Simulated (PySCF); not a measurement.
PySCF input for WOBr3, SMILES [O]=[W]([Br])([Br])[Br] (connectivity only; charge and spin as stated), neutral, multiplicity 2, TDA-PBE0/def2-SVPD. Coordinates come from a r2SCAN-D4/def2-SVP optimisation. The spin state was assumed, not searched. The def2 effective core potentials stand for the cores of W; spin–orbit coupling is left out.

```python
import numpy as np
from pyscf import gto, scf, dft, tdscf

mol = gto.M(
    atom='''
    W    -0.08955257   -0.41408792   -0.00000000
    O     0.07938643   -2.09604628    0.00000000
    Br   -2.33722666    0.48429599    0.00000001
    Br    1.25421044    0.43515024   -1.83005668
    Br    1.25421047    0.43515024    1.83005667
    ''',
    basis='def2-SVPD',
    ecp={'W': 'def2-svp'},
    charge=0,
    spin=1,
    max_memory=1600,
    verbose=4,
)
mf = dft.UKS(mol, xc='pbe0').density_fit(auxbasis='def2-universal-jkfit')
mf.grids.level = 3
mf.conv_tol = 1e-9
mf.max_cycle = 100
mf.kernel()
fine, coarse = mf.grids, dft.Grids(mol).set(level=1).build(with_non0tab=True)
for _ in range(3):  # follow internal instabilities
    mf.grids = coarse
    mo, _, stable, _ = mf.stability(return_status=True, nroots=4)
    mf.grids = fine
    if stable:
        break
    mf.kernel(mf.make_rdm1(mo, mf.mo_occ))
mf.grids = dft.Grids(mol).set(level=1).build(with_non0tab=True)  # coarser grid for the response kernel
td = tdscf.TDA(mf)
td.nstates = 10
td.conv_tol = 1e-4
td.positive_eig_threshold = 1e-6
td.kernel(x0=td.get_init_guess(mf, 15))
td.analyze(verbose=3)
```

Output:

```
PySCF version 2.14.0

[INPUT] verbose = 4
[INPUT] num. atoms = 5
[INPUT] num. electrons = 127
[INPUT] charge = 0
[INPUT] spin (= nelec alpha-beta = 2S) = 1
[INPUT] symmetry False subgroup None
[INPUT] Mole.unit = angstrom
[INPUT] Symbol           X                Y                Z      unit          X                Y                Z       unit  Magmom
[INPUT]  1 W     -0.089552570000  -0.414087920000   0.000000000000 AA   -0.169229831051  -0.782512760291   0.000000000000 Bohr   0.0
[INPUT]  2 O      0.079386430000  -2.096046280000   0.000000000000 AA    0.150018610707  -3.960953413613   0.000000000000 Bohr   0.0
[INPUT]  3 Br    -2.337226660000   0.484295990000   0.000000010000 AA   -4.416718278432   0.915186784325   0.000000018897 Bohr   0.0
[INPUT]  4 Br     1.254210440000   0.435150240000  -1.830056680000 AA    2.370114234170   0.822314776639  -3.458305917631 Bohr   0.0
[INPUT]  5 Br     1.254210470000   0.435150240000   1.830056670000 AA    2.370114290862   0.822314776639   3.458305898734 Bohr   0.0

nuclear repulsion = 985.56199275272
number of shells = 67
number of NR pGTOs = 342
number of NR cGTOs = 181
basis = def2-SVPD
ecp = {'W': 'def2-svp'}


[settings echo left out]
init E= -7847.45617973633
  alpha nocc = 64  HOMO = -0.361380831662861  LUMO = -0.349159328793514
  beta  nocc = 63  HOMO = -0.502063908316538  LUMO = -0.361380831662862

WARN: HOMO -0.361380831662861 >= LUMO -0.361380831662862

cycle= 1 E= -7862.79616762295  delta_E= -15.3  |g|= 0.705  |ddm|=  5.6
  alpha nocc = 64  HOMO = -0.208924185927835  LUMO = -0.144515180648213
  beta  nocc = 63  HOMO = -0.212905299253624  LUMO = -0.147468351671482
  HOMO = -0.208924185928  LUMO = -0.147468351671  gap/eV = 1.67230
cycle= 2 E= -7859.66495699262  delta_E= 3.13  |g|= 2.61  |ddm|= 2.18
  alpha nocc = 64  HOMO = -0.195466658233478  LUMO = -0.085624116087151
  beta  nocc = 63  HOMO = -0.290309652689467  LUMO = -0.0935806782539075
  HOMO = -0.195466658233  LUMO = -0.0935806782539  gap/eV = 2.77246
cycle= 3 E= -7862.97312305626  delta_E= -3.31  |g|= 0.261  |ddm|= 1.83
  alpha nocc = 64  HOMO = -0.268470641850543  LUMO = -0.161470291353293
  beta  nocc = 63  HOMO = -0.321865645444055  LUMO = -0.169062193917926
  HOMO = -0.268470641851  LUMO = -0.169062193918  gap/eV = 2.70504
cycle= 4 E= -7862.96788528791  delta_E= 0.00524  |g|= 0.27  |ddm|= 0.591
  alpha nocc = 64  HOMO = -0.246165469674481  LUMO = -0.130269049062651
  beta  nocc = 63  HOMO = -0.328960021180594  LUMO = -0.137993392748957
  HOMO = -0.246165469674  LUMO = -0.137993392749  gap/eV = 2.94351
cycle= 5 E= -7863.00919472274  delta_E= -0.0413  |g|= 0.0657  |ddm|= 0.37
  alpha nocc = 64  HOMO = -0.24547071030883  LUMO = -0.128777030978238
  beta  nocc = 63  HOMO = -0.320929239400392  LUMO = -0.137090717465529
  HOMO = -0.245470710309  LUMO = -0.137090717466  gap/eV = 2.94917
cycle= 6 E= -7863.01131411563  delta_E= -0.00212  |g|= 0.0122  |ddm|= 0.0853
  alpha nocc = 64  HOMO = -0.245666384476334  LUMO = -0.128113394312443
  beta  nocc = 63  HOMO = -0.320672595155372  LUMO = -0.136419905585307
  HOMO = -0.245666384476  LUMO = -0.136419905585  gap/eV = 2.97275
cycle= 7 E= -7863.01140088257  delta_E= -8.68e-05  |g|= 0.00371  |ddm|= 0.0177
  alpha nocc = 64  HOMO = -0.245929473905006  LUMO = -0.127928797117327
  beta  nocc = 63  HOMO = -0.320543429182414  LUMO = -0.136495852448376
  HOMO = -0.245929473905  LUMO = -0.136495852448  gap/eV = 2.97784
cycle= 8 E= -7863.0114150934  delta_E= -1.42e-05  |g|= 0.00238  |ddm|= 0.01
  alpha nocc = 64  HOMO = -0.24611140231543  LUMO = -0.127809846291781
  beta  nocc = 63  HOMO = -0.320847510536467  LUMO = -0.136339031087528
  HOMO = -0.246111402315  LUMO = -0.136339031088  gap/eV = 2.98706
cycle= 9 E= -7863.01142222633  delta_E= -7.13e-06  |g|= 0.000843  |ddm|= 0.00652
  alpha nocc = 64  HOMO = -0.246131039446615  LUMO = -0.12768500439671
  beta  nocc = 63  HOMO = -0.320795298523137  LUMO = -0.136230709059055
  HOMO = -0.246131039447  LUMO = -0.136230709059  gap/eV = 2.99054
cycle= 10 E= -7863.01142462481  delta_E= -2.4e-06  |g|= 0.000464  |ddm|= 0.00505
  alpha nocc = 64  HOMO = -0.246162780553449  LUMO = -0.127715687035025
  beta  nocc = 63  HOMO = -0.32082518655149  LUMO = -0.136233238358343
  HOMO = -0.246162780553  LUMO = -0.136233238358  gap/eV = 2.99134
cycle= 11 E= -7863.01142489616  delta_E= -2.71e-07  |g|= 0.000513  |ddm|= 0.00146
  alpha nocc = 64  HOMO = -0.246170303036341  LUMO = -0.127677340062455
  beta  nocc = 63  HOMO = -0.320833721049392  LUMO = -0.136193725271276
  HOMO = -0.246170303036  LUMO = -0.136193725271  gap/eV = 2.99262
cycle= 12 E= -7863.011425106  delta_E= -2.1e-07  |g|= 7.72e-05  |ddm|= 0.00147
  alpha nocc = 64  HOMO = -0.246163967269484  LUMO = -0.127690422107272
  beta  nocc = 63  HOMO = -0.320829682595624  LUMO = -0.136195821463929
  HOMO = -0.246163967269  LUMO = -0.136195821464  gap/eV = 2.99239
cycle= 13 E= -7863.01142512155  delta_E= -1.55e-08  |g|= 3.31e-05  |ddm|= 0.000304
  alpha nocc = 64  HOMO = -0.24615840674957  LUMO = -0.127687315254517
  beta  nocc = 63  HOMO = -0.320827106755035  LUMO = -0.136191842268479
  HOMO = -0.24615840675  LUMO = -0.136191842268  gap/eV = 2.99234
cycle= 14 E= -7863.01142512359  delta_E= -2.04e-09  |g|= 2.6e-05  |ddm|= 0.000156
  alpha nocc = 64  HOMO = -0.246161829131056  LUMO = -0.127688874144823
  beta  nocc = 63  HOMO = -0.320826729261  LUMO = -0.13619417478674
  HOMO = -0.246161829131  LUMO = -0.136194174787  gap/eV = 2.99237
cycle= 15 E= -7863.011425124  delta_E= -4.17e-10  |g|= 9.06e-06  |ddm|= 4.46e-05
  alpha nocc = 64  HOMO = -0.246161013830235  LUMO = -0.127686927615221
  beta  nocc = 63  HOMO = -0.320827975946779  LUMO = -0.136192802338077
  HOMO = -0.24616101383  LUMO = -0.136192802338  gap/eV = 2.99239
Extra cycle  E= -7863.01142512405  delta_E= -4.55e-11  |g|= 1.42e-05  |ddm|= 3.61e-05
converged SCF energy = -7863.01142512405  <S^2> = 0.75633093  2S+1 = 2.0063209
tot grids = 36112
uhf_internal: lowest eigs of H = [0.02932194 0.14388599 0.15690835 0.19074929]
<class 'pyscf.df.df_jk.DFUKS'> wavefunction is stable in the internal stability analysis
tot grids = 36112
Overwritten attributes  positive_eig_threshold  of <class 'pyscf.tdscf.uks.TDA'>


******** <class 'pyscf.tdscf.uks.TDA'> for <class 'pyscf.df.df_jk.DFUKS'> ********
nstates = 10
deg_eia_thresh = 1.000e-03
wfnsym = None
conv_tol = 0.0001
eigh lindep = 1e-12
eigh level_shift = 0
eigh max_cycle = 100


Excitation energies (eV)
[0.51806913 2.08632621 2.24221566 2.67988593 3.49343921 3.59181082
 3.7460868  3.75966209 3.91575721 4.13325381]

** Excitation energies and oscillator strengths **
Excited State   1:      0.51807 eV   2393.20 nm  f=0.0007
Excited State   2:      2.08633 eV    594.27 nm  f=0.0000
Excited State   3:      2.24222 eV    552.95 nm  f=0.0007
Excited State   4:      2.67989 eV    462.65 nm  f=0.0047
Excited State   5:      3.49344 eV    354.91 nm  f=0.0004
Excited State   6:      3.59181 eV    345.19 nm  f=0.0009
Excited State   7:      3.74609 eV    330.97 nm  f=0.0009
Excited State   8:      3.75966 eV    329.77 nm  f=0.0063
Excited State   9:      3.91576 eV    316.63 nm  f=0.0160
Excited State  10:      4.13325 eV    299.97 nm  f=0.0062
```

Self-consistency was reached.
